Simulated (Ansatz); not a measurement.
Program: Ansatz. Geometries: PBE0-D4/def2-TZVP. ΔE: electronic, gas phase. CCSD(T)/CBS is the MP2 limit (def2-TZVPP, def2-QZVPP) plus CCSD(T) − MP2 in def2-TZVPP, frozen cores. Functionals use def2-TZVPP. B3LYP here is the variant with VWN-RPA as its local correlation; programs differ in this. For Se outer-core shells are correlated without core-valence functions, which leaves a few kJ/mol of doubt a bond. Scalar relativity is left out up to krypton. Each species was taken in one conformer, which may not be the lowest.

`B[Se][SiH2]Cl` + CH₃NH₂ → `BNC` + `Cl[SiH2][SeH]`  (ligand exchange at a B–Se bond)

`B[Se][SiH2]Cl`:

```xyz
8

B    -1.681   -0.670   -0.092
Se   -0.926    0.795    0.882
Si    1.237    0.497    0.224
Cl    1.592    1.380   -1.591
H    -2.857   -0.822    0.013
H    -0.994   -1.382   -0.754
H     2.110    1.150    1.224
H     1.520   -0.948    0.094
```

CH₃NH₂:

```xyz
7

C    -0.272   -0.024    0.498
N     0.418    0.359   -0.721
H    -0.426   -1.105    0.633
H    -1.253    0.457    0.526
H     0.287    0.343    1.362
H    -0.090    0.037   -1.535
H     1.335   -0.068   -0.762
```

`BNC`:

Cartesian coordinates in Å:
```
B 1.277 -0.426 -0.414
N 0.106 -0.402 0.321
C -1.004 0.509 0.157
H 1.428 0.377 -1.291
H 2.105 -1.250 -0.153
H -0.025 -1.076 1.059
H -0.779 1.197 -0.657
H -1.928 -0.024 -0.087
H -1.180 1.095 1.064
```

`Cl[SiH2][SeH]`:

Z-matrix (Å, degrees):
```
Si
Se 1 2.271
Cl 1 2.048 2 106.0
H 1 1.481 2 111.7 3 -118.0
H 1 1.481 2 111.8 3 118.0
H 2 1.471 1 91.4 3 179.2
```

```json
{"level": "PBE-D4", "ΔE (kJ/mol)": "-66.1", "difference from CCSD(T)/CBS": "-2.2"}
{"level": "r2SCAN-D4", "ΔE (kJ/mol)": "-67.5", "difference from CCSD(T)/CBS": "-3.6"}
{"level": "PBE0-D4", "ΔE (kJ/mol)": "-66.0", "difference from CCSD(T)/CBS": "-2.1"}
{"level": "B3LYP-D4", "ΔE (kJ/mol)": "-71.8", "difference from CCSD(T)/CBS": "-7.9"}
{"level": "ωB97X-V", "ΔE (kJ/mol)": "-69.8", "difference from CCSD(T)/CBS": "-5.9"}
{"level": "ωB97M-V", "ΔE (kJ/mol)": "-71.9", "difference from CCSD(T)/CBS": "-8.0"}
{"level": "B2PLYP", "ΔE (kJ/mol)": "-70.8", "difference from CCSD(T)/CBS": "-6.9"}
{"level": "PBE", "ΔE (kJ/mol)": "-68.0", "difference from CCSD(T)/CBS": "-4.1"}
{"level": "r2SCAN", "ΔE (kJ/mol)": "-68.0", "difference from CCSD(T)/CBS": "-4.1"}
{"level": "PBE0", "ΔE (kJ/mol)": "-67.8", "difference from CCSD(T)/CBS": "-3.9"}
{"level": "B3LYP", "ΔE (kJ/mol)": "-75.0", "difference from CCSD(T)/CBS": "-11.1"}
{"level": "HF/def2-TZVPP", "ΔE (kJ/mol)": "-71.9", "difference from CCSD(T)/CBS": "-8.0"}
{"level": "MP2/def2-TZVPP", "ΔE (kJ/mol)": "-62.9", "difference from CCSD(T)/CBS": "1.0"}
{"level": "SCS-MP2/def2-TZVPP", "ΔE (kJ/mol)": "-66.0", "difference from CCSD(T)/CBS": "-2.1"}
{"level": "CCSD/def2-TZVPP", "ΔE (kJ/mol)": "-67.3", "difference from CCSD(T)/CBS": "-3.4"}
{"level": "CCSD(T)/def2-TZVPP", "ΔE (kJ/mol)": "-65.6", "difference from CCSD(T)/CBS": "-1.7"}
{"level": "HF/def2-QZVPP", "ΔE (kJ/mol)": "-72.6", "difference from CCSD(T)/CBS": "-8.7"}
{"level": "MP2/def2-QZVPP", "ΔE (kJ/mol)": "-62.2", "difference from CCSD(T)/CBS": "1.7"}
{"level": "SCS-MP2/def2-QZVPP", "ΔE (kJ/mol)": "-65.5", "difference from CCSD(T)/CBS": "-1.6"}
{"level": "HF/CBS(def2)", "ΔE (kJ/mol)": "-72.7", "difference from CCSD(T)/CBS": "-8.8"}
{"level": "MP2/CBS(def2)", "ΔE (kJ/mol)": "-61.2", "difference from CCSD(T)/CBS": "2.7"}
{"level": "CCSD/CBS(def2)", "ΔE (kJ/mol)": "-65.6", "difference from CCSD(T)/CBS": "-1.7"}
{"level": "CCSD(T)/CBS", "ΔE (kJ/mol)": "-63.9", "difference from CCSD(T)/CBS": "0"}
```

Largest T1 diagnostic among the species: 0.012.

The D4 term adds +3.2 kJ/mol with B3LYP and +1.8 kJ/mol with PBE0; it sums over pairs of atoms, weighted by their polarisabilities, and B3LYP, whose exchange is more repulsive, gets the larger term. In def2-TZVPP, CCSD(T) changes the Hartree–Fock value by +6.2 kJ/mol (the triples alone add +1.7 kJ/mol) and MP2 by +9.0 kJ/mol.
